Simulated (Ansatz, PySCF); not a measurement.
Reaction (SMILES): C=C=O -> [CH-]=C=O + H+
Structures are relaxed separately at B3LYP-D3(BJ)/def2-TZVP in Ansatz (a first-principles code).

Wanted: gas-phase deprotonation energy (enthalpy at 298 K, with B3LYP-D3(BJ) rigid-rotor harmonic-oscillator terms from PySCF), in kJ/mol. Valence correlation only, unless marked. Spin-orbit coupling is left out. No relativistic terms. Anions need diffuse functions: aug- sets have them; def2-D sets add few; the other sets have none. CBS marks a two-point X^-3 extrapolation of the correlation energy; Hartree-Fock from the larger set. The bracket is a focal-point correction in the basis named.

```csv
level,program,gas-phase deprotonation energy (kJ/mol)
HF/6-31G*,Ansatz,1620.9
SVWN5/def2-TZVPD,Ansatz,1493.5
BLYP/def2-TZVPD,Ansatz,1525.4
BP86-D4/def2-TZVPD,PySCF + dftd4,1526.4
PW6B95-D4/def2-TZVPD,PySCF + dftd4,1542.3
PW6B95/def2-TZVPD,PySCF,1542.7
HSE06-D3(BJ)/def2-TZVPD,Ansatz + dftd3,1541.1
```

### Question
Estimate the value at RI-MP2/CBS(aug-cc-pVTZ,aug-cc-pVQZ)+[CCSD(T)-MP2]/aug-cc-pVTZ as computed with Ansatz.

### Answer
1530.6 kJ/mol, so HSE06-D3(BJ)/def2-TZVPD differs from it by 10.5 kJ/mol.
